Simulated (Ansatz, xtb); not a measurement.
# Relative energy of two isomers of C4H3ClOSe

Structure X is `Oc1cc(Cl)c[se]1`, a singlet and structure Y is `Oc1c[se]c(Cl)c1`, a singlet. Both are isolated molecules in the gas phase, relaxed with B3LYP-D3(BJ)/def2-SVP; the shapes shown needn't be the lowest conformers.

X (Å):

| atom | x (Å) | y (Å) | z (Å) |
| --- | --- | --- | --- |
| C | 2.0609 | -1.0949 | -1.2866 |
| C | 1.2051 | -0.6724 | -2.2643 |
| C | 0.7520 | 0.6777 | -2.0843 |
| C | 1.2161 | 1.3517 | -0.9942 |
| Cl | -0.3472 | 1.4047 | -3.2237 |
| O | 2.6220 | -2.3185 | -1.2373 |
| Se | 2.3769 | 0.2609 | 0.0085 |
| H | 3.1808 | -2.4161 | -0.4563 |
| H | 0.8991 | -1.3035 | -3.0975 |
| H | 0.9885 | 2.3701 | -0.6903 |

Y (Å):

```
atom    x (Å)    y (Å)    z (Å)
   C   1.8775  -0.8548  -1.3469
   C   2.5073  -0.6364  -2.5439
   C   0.7628   1.1468  -1.8873
   C   0.9025   0.1381  -0.9757
  Cl  -0.3100   2.4906  -1.7586
   O   2.1654  -1.9370  -0.5777
  Se   1.8983   0.9338  -3.3698
   H   1.6236  -1.9181   0.2206
   H   3.2695  -1.2661  -2.9973
   H   0.3223   0.0975  -0.0515
```

Quicker runs give these differences E(Y) − E(X): GFN2-xTB +1.00 kcal/mol; HF/STO-3G +1.76 kcal/mol (at GFN2-xTB geometries); r2SCAN-D4/def2-SVP +0.10 kcal/mol (at GFN2-xTB geometries).

**Question.** Estimate E(Y) − E(X) at the level CCSD(T)/def2-SVP + ΔMP2/def2-TZVPP.

**Answer.** CCSD(T)/def2-SVP + ΔMP2/def2-TZVPP gives E(Y) − E(X) = −0.40 kcal/mol, slightly favouring structure Y, which is too small a margin to settle the true order.

Level by level:

```csv
level,geometry,E(Y) − E(X) (kcal/mol),departure from the last row (kcal/mol),"job, with rough time for the two"
GFN2-xTB,GFN2-xTB,+1.00,+1.40,"optimisation, 0.29 s"
HF/STO-3G,GFN2-xTB,+1.76,+2.16,"single point, 1.2 s"
r2SCAN-D4/def2-SVP,GFN2-xTB,+0.10,+0.50,"single point, 5.4 s"
B3LYP-D3(BJ)/def2-SVP,B3LYP-D3(BJ)/def2-SVP,−0.10,+0.30,"optimisation, 55 s"
HF/def2-SVP,B3LYP-D3(BJ)/def2-SVP,+0.03,+0.43,part of the CCSD(T) run
MP2/def2-SVP,B3LYP-D3(BJ)/def2-SVP,−0.48,−0.08,part of the CCSD(T) run
CCSD(T)/def2-SVP,B3LYP-D3(BJ)/def2-SVP,−0.30,+0.10,single point
CCSD(T)/def2-SVP + ΔMP2/def2-TZVPP,B3LYP-D3(BJ)/def2-SVP,−0.40,,"single point, 1.7 min"
```

As drawn, both hold the same kinds of bond in the same numbers.

The largest departure from CCSD(T)/def2-SVP + ΔMP2/def2-TZVPP is that of HF/STO-3G, 2.16 kcal/mol. The last row adds to CCSD(T) the change of the MP2 difference between the two basis sets, here −0.10 kcal/mol.

With thermal terms from frequencies at re-optimised GFN2-xTB minima (ideal gas, soft modes damped towards free rotors, one conformer each, 298.15 K, 1 atm): on the last row, ΔE + ΔZPE = −0.16, ΔH = −0.27, ΔG = −0.03 kcal/mol.

The correlated steps freeze 19 core orbitals; the filled d shell of Se is correlated, in a basis made for valence electrons. Run with Ansatz 0.2.0, xtb 6.7.1; the last row on 2 threads of Intel(R) Xeon(R) Processor @ 2.70GHz on a shared host.
